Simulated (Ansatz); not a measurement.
`O[Si](O)(F)N[SiH2]F` + `[SiH3]P` → `F[SiH2]P[SiH3]` + `N[Si](O)(O)F`  (ligand exchange at the Si–N bond)

Isolated molecules relaxed with PBE0-D4/def2-TZVP in Ansatz; ΔE leaves out vibrations. CCSD(T)/CBS adds triple-zeta CCSD(T) − MP2 to the extrapolated MP2 energy (def2 sets, frozen cores). This one scheme is used for every species. DFT in def2-TZVPP. B3LYP here is the variant with VWN-RPA as its local correlation; programs differ in this. One conformer a species, not always the lowest.

```
         level  ΔE (eV)
         B3LYP     0.57
MP2/def2-QZVPP     0.54
 MP2/CBS(def2)     0.52
CCSD/CBS(def2)     0.56
```

**Question.** What does CCSD(T)/CBS give? (An estimate is asked.)

**Answer.** The calculation gave: +0.54 eV. The listed levels differ from it by 0.03, 0.00, -0.02, 0.02 eV.

Largest T1 diagnostic among the species: 0.013.

From PBE to PBE0 (25 % exact exchange), in def2-TZVPP and without D4, ΔE moves by +0.04 eV. In def2-TZVPP, CCSD(T) changes the Hartree–Fock value by −0.13 eV (the triples alone add −0.03 eV) and MP2 by −0.15 eV.
